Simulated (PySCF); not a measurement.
Magnetisability: SMILES C[C@@H]1C[P@H+]1C1CCC1, [C7H14P]+, charge +1

Molfile (atoms numbered from 1):
```
C7H14P
     RDKit          3D

 22 23  0  0  0  0  0  0  0  0999 V2000
   -3.3395   -0.7056   -0.2766 C   0  0  0  0  0  0  0  0  0  0  0  0
   -2.0947   -0.5664    0.5549 C   0  0  2  0  0  0  0  0  0  0  0  0
   -1.6796    0.8197    1.0599 C   0  0  0  0  0  0  0  0  0  0  0  0
   -0.5870    0.1311   -0.1958 P   0  0  1  0  0  0  0  0  0  0  0  0
    1.1584   -0.1947    0.2420 C   0  0  0  0  0  0  0  0  0  0  0  0
    2.0364   -0.8538   -0.8384 C   0  0  0  0  0  0  0  0  0  0  0  0
    3.1053    0.2197   -0.5777 C   0  0  0  0  0  0  0  0  0  0  0  0
    2.0831    1.0401    0.2242 C   0  0  0  0  0  0  0  0  0  0  0  0
   -3.3493   -1.6481   -0.8190 H   0  0  0  0  0  0  0  0  0  0  0  0
   -3.4389    0.1136   -0.9866 H   0  0  0  0  0  0  0  0  0  0  0  0
   -4.2075   -0.6878    0.3810 H   0  0  0  0  0  0  0  0  0  0  0  0
   -1.9111   -1.3936    1.2356 H   0  0  0  0  0  0  0  0  0  0  0  0
   -2.3167    1.6512    0.7836 H   0  0  0  0  0  0  0  0  0  0  0  0
   -1.3006    0.8882    2.0728 H   0  0  0  0  0  0  0  0  0  0  0  0
   -0.7818    0.7672   -1.3999 H   0  0  0  0  0  0  0  0  0  0  0  0
    1.1591   -0.7309    1.1951 H   0  0  0  0  0  0  0  0  0  0  0  0
    2.3239   -1.8844   -0.6482 H   0  0  0  0  0  0  0  0  0  0  0  0
    1.6123   -0.7844   -1.8395 H   0  0  0  0  0  0  0  0  0  0  0  0
    3.9237   -0.1432    0.0376 H   0  0  0  0  0  0  0  0  0  0  0  0
    3.5134    0.7044   -1.4593 H   0  0  0  0  0  0  0  0  0  0  0  0
    2.4038    1.4010    1.1977 H   0  0  0  0  0  0  0  0  0  0  0  0
    1.6770    1.8760   -0.3449 H   0  0  0  0  0  0  0  0  0  0  0  0
  1  2  1  0
  2  3  1  0
  3  4  1  0
  4  5  1  0
  5  6  1  0
  6  7  1  0
  7  8  1  0
  4  2  1  0
  8  5  1  0
  1  9  1  0
  1 10  1  0
  1 11  1  0
  2 12  1  1
  3 13  1  0
  3 14  1  0
  4 15  1  6
  5 16  1  0
  6 17  1  0
  6 18  1  0
  7 19  1  0
  7 20  1  0
  8 21  1  0
  8 22  1  0
M  CHG  1   4   1
M  END
```

Computed with PySCF, GIAO B3LYP/STO-3G magnetisability, rotational g tensor and spin-rotation constants, non-relativistic, gas phase. Geometry: GFN2-xTB.

For an ion the centre-of-mass motion in the field is neglected.

**Question.** How diamagnetic is it, and how anisotropic?

**Answer.** Isotropic -1663 × 10⁻³⁰ J/T², or -100.2 × 10⁻⁶ cm³/mol; principal values -1760, -1661, -1568 × 10⁻³⁰ J/T², anisotropy 166 × 10⁻³⁰ J/T² (root of half the summed squared differences of the principal values). The susceptibility is in cgs units.

**Question.** Split it along the inertial axes a, b, c into diamagnetic and paramagnetic parts about the centre of mass, with the quadrupole moment.

**Answer.** 
| axis | χ (10⁻⁶ cm³/mol) | diamagnetic (10⁻⁶ cm³/mol) | paramagnetic (10⁻⁶ cm³/mol) | summed x² of all electrons (Å²) | quadrupole Θ (D Å) |
| --- | --- | --- | --- | --- | --- |
| a | -105.7 | -385.2 | 279.5 | 343.1 | +12.27 |
| b | -100.2 | -1584.0 | 1483.8 | 60.5 | -7.45 |
| c | -94.5 | -1712.1 | 1617.6 | 30.3 | -4.81 |

Anisotropies 2χaa − χbb − χcc = -16.7 and 2χbb − χaa − χcc = -0.1 × 10⁻⁶ cm³/mol. Θ is traceless in Buckingham's convention.

**Question.** And the rotational g tensor?

**Answer.** 
| axis | rotational constant (GHz) | g | nuclear part | electronic part |
| --- | --- | --- | --- | --- |
| a | 4.8853 | +0.0449 | 0.6863 | -0.6414 |
| b | 0.8441 | +0.0102 | 0.5986 | -0.5884 |
| c | 0.7763 | +0.0067 | 0.5967 | -0.5900 |

Asymmetric top; isotopes 12C, 1H, 31P; no vibrational averaging.
